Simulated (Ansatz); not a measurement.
Stepwise reaction of `[F][SnH]([F])[I]` with hydrogen, as a gas-phase model of exchange steps in deposition or etching. ΔE in kJ/mol; ΔG adds harmonic PBE0-D4 terms to CCSD(T)/CBS, at 1 bar.

Program: Ansatz. Geometries: PBE0-D4/def2-TZVP. ΔE: electronic, gas phase. CCSD(T)/CBS adds triple-zeta CCSD(T) − MP2 to the extrapolated MP2 energy (def2 sets, frozen cores). This one scheme is used for every species. Functionals use def2-TZVPP. B3LYP here is the variant with VWN-RPA as its local correlation; programs differ in this. Elements past krypton have def2 core potentials. For I, Sn outer-core shells are correlated without core-valence functions, which leaves a few kJ/mol of doubt a bond.

```json
{"step": "1", "reaction": "`[F][SnH]([F])[I]` + H₂ → `[F][SnH2][I]` + H–F", "PBE-D4": "38.1", "B3LYP-D4": "39.0", "ωB97M-V": "34.7", "CCSD(T)/CBS": "34.7", "ΔG(400 K)": "35.6"}
{"step": "2", "reaction": "`[F][SnH2][I]` + H₂ → `[SnH3][I]` + H–F", "PBE-D4": "38.6", "B3LYP-D4": "40.4", "ωB97M-V": "34.9", "CCSD(T)/CBS": "34.7", "ΔG(400 K)": "39.1"}
```

(1) By hand: ΔE of the 2 steps together at CCSD(T)/CBS.

Answers

(1) (34.7) + (34.7) = 69.4 kJ/mol, or 34.7 kJ/mol a step.

In ΔE the steps differ by no more than 0.0 kJ/mol. All are uphill at CCSD(T)/CBS. ΔG lies between 35.6 and 39.1 kJ/mol a step. PBE-D4 differs from CCSD(T)/CBS by 3.4 to 3.9 kJ/mol a step. Isolated molecules leave out the surface, adducts and barriers. Largest T1 diagnostic: 0.013.
